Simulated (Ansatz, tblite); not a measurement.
Forces on AlSi₆ at its B3LYP-D4/def2-SVP geometry. The state is a doublet with charge 0.

The xTB rows come from tblite. Another isomer (doublet) lies 1.58 eV lower at PBE0-D4/def2-TZVP; other spin states weren't run for this one.

GFN1-xTB (tblite), largest force 1.20 eV/Å:

```xyz
7
positions Å, forces eV/Å
Al   -1.205    0.147    0.089   -0.641    0.196    0.303
Si    2.616   -0.061    1.107    0.121   -0.065    0.131
Si    1.485   -0.194   -0.887    0.283   -0.113    0.091
Si    0.577   -1.133    1.427    1.141    0.093   -0.197
Si    0.169    1.478   -1.695    0.249    0.226   -0.458
Si   -2.079    1.281   -1.878   -0.273    0.264   -0.417
Si   -1.563   -1.519    1.836   -0.880   -0.600    0.548
```

GFN2-xTB (tblite), largest force 1.19 eV/Å:

```
Al -0.684 -0.330 -0.329
Si -0.452 -0.388 -0.432
Si 1.046 0.535 -0.198
Si 0.570 0.016 0.776
Si -0.193 -0.207 -0.098
Si 0.097 0.129 0.386
Si -0.384 0.245 -0.105
```

PBE-D4/def2-TZVP (Ansatz), largest force 0.33 eV/Å:

```
Al 0.212 -0.049 -0.047
Si -0.092 -0.021 -0.054
Si -0.143 -0.036 0.280
Si 0.166 0.152 -0.245
Si -0.026 -0.024 -0.009
Si 0.018 0.000 0.048
Si -0.135 -0.020 0.027
```
